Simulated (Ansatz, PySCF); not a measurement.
Noncovalent pair: CH4 (SMILES C) (first 5 atoms) with CH5N (SMILES CN); geometry from B3LYP-D3(BJ)/def2-TZVP.
(charge 0, multiplicity 1):
```xyz
12

C      0.0653     0.0200     0.0701
H      0.9332    -0.6372     0.0123
H     -0.4657    -0.1539     1.0059
H      0.3982     1.0570     0.0235
H     -0.5943    -0.1827    -0.7734
C      0.4778     0.0692     3.8052
N     -0.9056    -0.3381     3.5626
H      0.6476     1.0482     3.3546
H      1.1504    -0.6329     3.3104
H      0.7666     0.1278     4.8632
H     -1.5536     0.3071     3.9977
H     -1.0872    -1.2528     3.9575
```

Basis-set superposition error: the interaction energy with monomers in their own basis, and in the dimer's basis (counterpoise).

Programs: Ansatz (Gaussian basis) for Hartree–Fock, density functionals and correlated methods; PySCF for 6-31G* rows, M06-2X. Values without a source in brackets are computed.

| level | uncorrected (meV) | counterpoise (meV) | difference |
|---|---|---|---|
| HF/6-31G* | -10.9 | 12.6 | 23.5 |
| PBE/def2-TZVPPD | -30.8 | -27.7 | 3.1 |
| revPBE/def2-TZVPPD | 16.4 | 19.5 | 3.2 |
| B3LYP/6-31G* | -44.5 | -6.7 | 37.8 |
| B3LYP/def2-TZVPPD | -0.9 | 2.0 | 2.9 |
| PBE0/def2-TZVPPD | -26.9 | -24.5 | 2.4 |
| M06-2X/def2-TZVPPD | -46.3 | -43.3 | 3.1 |
| CAM-B3LYP/def2-TZVPPD | -22.1 | -19.2 | 2.9 |
| MP2/6-31G* | -68.0 | -17.0 | 51.0 |
| CCSD(T)/aug-cc-pVDZ | -78.6 | -38.9 | 39.7 |

The error is largest for MP2/6-31G* (51.0 meV) and smallest for PBE0/def2-TZVPPD (2.4 meV).

Ansatz is a first-principles code.
